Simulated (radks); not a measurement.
Results of a calculation; reference values are marked as such.
Radial electron density D(r) = 4 pi r^2 rho(r) of an atom or ion with 38 electrons. Level of theory: scalar-relativistic Kohn-Sham, PBE, spin-unpolarised, spherical densities, finite nucleus; Fermi nuclear charge, rms radius of each element as measured or else 0.836 A^(1/3) + 0.57 fm (a radial shooting solver on a logarithmic mesh with Libxc functionals).

| r (bohr) | D(r) (e/bohr) |
|---|---|
| 0.003769 | 7.089 |
| 0.004318 | 8.800 |
| 0.004947 | 10.85 |
| 0.005667 | 13.29 |
| 0.006493 | 16.14 |
| 0.007439 | 19.41 |
| 0.008591 | 23.32 |
| 0.009843 | 27.37 |
| 0.01128 | 31.68 |
| 0.01292 | 36.08 |
| 0.0148 | 40.35 |
| 0.01696 | 44.20 |
| 0.01943 | 47.34 |
| 0.02226 | 49.45 |
| 0.0255 | 50.32 |
| 0.02945 | 49.81 |
| 0.03374 | 48.17 |
| 0.03866 | 45.86 |
| 0.04429 | 43.63 |
| 0.05074 | 42.34 |
| 0.05813 | 42.79 |
| 0.0666 | 45.39 |
| 0.07631 | 49.88 |
| 0.08742 | 55.22 |
| 0.101 | 59.93 |
| 0.1157 | 61.64 |
| 0.1325 | 59.57 |
| 0.1518 | 53.97 |
| 0.1739 | 46.61 |
| 0.1993 | 40.21 |
| 0.2283 | 37.16 |
| 0.2616 | 38.25 |
| 0.2997 | 41.98 |
| 0.3461 | 45.40 |
| 0.3965 | 45.05 |
| 0.4543 | 40.03 |
| 0.5205 | 31.60 |
| 0.5963 | 22.44 |
| 0.6832 | 15.17 |
| 0.7827 | 11.01 |
| 0.8967 | 9.557 |
| 1.027 | 9.397 |
| 1.186 | 9.092 |
| 1.359 | 7.986 |
| 1.557 | 6.215 |
| 1.784 | 4.290 |
| 2.044 | 2.661 |
| 2.342 | 1.515 |
| 2.683 | 0.8122 |
| 3.074 | 0.4165 |
| 3.522 | 0.2034 |
| 4.067 | 0.08717 |
| 4.66 | 0.03432 |
| 5.339 | 0.01132 |
| 6.116 | 0.002995 |
| 7.008 | 0.0006128 |

What is the nuclear charge?

Answer. Z = 40. The innermost maximum, from 1s, lies near gamma/Z bohr with gamma = sqrt(1 - (Z/c)^2) = 0.956, here 0.0239 bohr (found: 0.0261), and its height grows with Z. The density is that of the zirconium ion Zr2+ in [Kr] 4d2; the configuration itself is not fixed sharply by these data, and Z only to a few units. D(r) has 3 maxima, at r = 0.0261, 0.116, 0.366 bohr, and minima at 0.0528, 0.236 bohr, inside which lie 2.04, 11.09 electrons.
